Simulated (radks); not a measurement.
These are the eigenvalues of the occupied orbitals of an atom or ion with whole-number occupations (eV). All-electron calculation, non-relativistic Kohn-Sham, PBEsol, spin-unpolarised, spherical densities, point nucleus. Program: a radial shooting solver on a logarithmic mesh with Libxc functionals.

1s: -98.0752

Which element is it, and in what charge state? The configuration may be excited.

Answer. Z = 3, lithium, charge +2: Li2+ in 1s1. The 1s level, -3.6042 hartree, gives Z - s = 2.7 by -(Z - s)^2/2, which with screening narrows Z to a few neighbours, and the depths must fix Z and the occupations together.
